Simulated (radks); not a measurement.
Values are calculated unless marked as measured or tabulated.
Ni3+, 25 electrons, occupied as [Ar] 3d7.

Level of theory: scalar-relativistic Kohn-Sham, LDA (Slater exchange, Perdew-Wang correlation), spin-polarised, spherical densities, finite nucleus; open shells are filled with parallel spins first; Fermi nuclear charge, rms radius 3.7757 fm (a radial shooting solver on a logarithmic mesh with Libxc functionals).

Energy parts (eV):
| part | energy |
|---|---|
| total | -41245.754 |
| kinetic | 41803.091 |
| electron-nucleus | -98084.200 |
| Hartree | 16660.400 |
| exchange-correlation | -1625.045 |

Orbitals (lengths in bohr, moments of r in powers of bohr; r(max) is where P^2 peaks; r(90%) holds 90 % of the orbital's charge):
\begin{tabular}{lrrrr}
orbital & occ. & eigenvalue (eV) & r(90%) & r(max) \\ \hline
1s up & 1 & -8235.163 & 0.0968 & 0.03546 \\
1s down & 1 & -8235.143 & 0.0968 & 0.03546 \\
2s up & 1 & -1020.914 & 0.380 & 0.2050 \\
2s down & 1 & -1018.982 & 0.380 & 0.2049 \\
2p up & 3 & -885.0182 & 0.353 & 0.1649 \\
2p down & 3 & -883.5309 & 0.353 & 0.1648 \\
3s up & 1 & -151.5632 & 1.10 & 0.6385 \\
3s down & 1 & -148.0108 & 1.11 & 0.6393 \\
3p up & 3 & -112.0888 & 1.18 & 0.6441 \\
3p down & 3 & -108.6237 & 1.19 & 0.6454 \\
3d up & 5 & -48.7690 & 1.50 & 0.6142 \\
3d down & 2 & -45.5021 & 1.54 & 0.6194 \\
\end{tabular}

The highest occupied level is 3d down at -45.502 eV. The spin density at the nucleus is -0.922 e/bohr^3 (1s -0.091, 2s -1.981, 3s 1.150).
